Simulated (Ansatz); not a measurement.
B(NMe2Et)H3 (C4H14BN). Total charge 0; singlet. Geometry PBE-D4/def2-SVP.

```xyz
20

B    -0.241    0.371   -1.633
C    -1.573    0.858    0.478
C    -0.732   -1.386    0.169
C     0.790    0.458    0.770
C     2.087   -0.236    0.390
N    -0.427    0.055   -0.021
H    -1.726    0.688    1.565
H    -2.480    0.573   -0.084
H    -1.366    1.927    0.289
H     0.095   -1.993   -0.239
H    -0.882   -1.619    1.244
H    -1.647   -1.626   -0.401
H     0.890    1.550    0.617
H     0.556    0.287    1.846
H     2.904    0.177    1.015
H     2.335   -0.063   -0.674
H     2.057   -1.329    0.570
H    -1.350    0.161   -2.131
H     0.609   -0.406   -2.066
H     0.101    1.555   -1.703
```

HSE06 is defined as in plane-wave codes, on full-range PBE exchange. Another isomer (singlet) lies 1.23 eV lower at PBE0-D4/def2-TZVP; other spin states weren't run for this one.

Question: Estimate the orbital energies around the gap (eV) in Ansatz with PBE-D4/def2-TZVP, BLYP-D4/def2-TZVP, r2SCAN-D4/def2-TZVP, HSE06-D4/def2-TZVP, ωB97X-V/def2-TZVP.

Answer: 
```tsv
orbital	PBE-D4/def2-TZVP	BLYP-D4/def2-TZVP	r2SCAN-D4/def2-TZVP	HSE06-D4/def2-TZVP	ωB97X-V/def2-TZVP
HOMO−13	-13.21	-13.04	-13.74	-14.66	-17.93
HOMO−12	-12.47	-12.31	-12.92	-13.75	-16.86
HOMO−11	-12.00	-11.84	-12.43	-13.23	-16.29
HOMO−10	-10.99	-10.88	-11.41	-12.20	-15.30
HOMO−9	-10.37	-10.28	-10.75	-11.51	-14.60
HOMO−8	-10.13	-10.02	-10.62	-11.40	-14.53
HOMO−7	-9.96	-9.88	-10.34	-11.08	-14.08
HOMO−6	-9.45	-9.39	-9.81	-10.54	-13.50
HOMO−5	-9.22	-9.14	-9.56	-10.28	-13.22
HOMO−4	-9.13	-9.04	-9.44	-10.14	-13.02
HOMO−3	-8.69	-8.63	-9.01	-9.71	-12.63
HOMO−2	-7.61	-7.51	-7.90	-8.57	-11.43
HOMO−1	-6.30	-6.22	-6.60	-7.22	-10.15
HOMO	-6.22	-6.15	-6.52	-7.15	-10.06
LUMO	-0.08	-0.06	0.53	0.36	2.57
LUMO+1	0.79	0.79	1.48	1.25	3.46
LUMO+2	1.00	1.00	1.76	1.48	3.69
LUMO+3	1.07	1.09	1.78	1.55	3.79
LUMO+4	1.34	1.36	2.09	1.84	4.13
LUMO+5	1.56	1.58	2.17	2.10	4.42
```
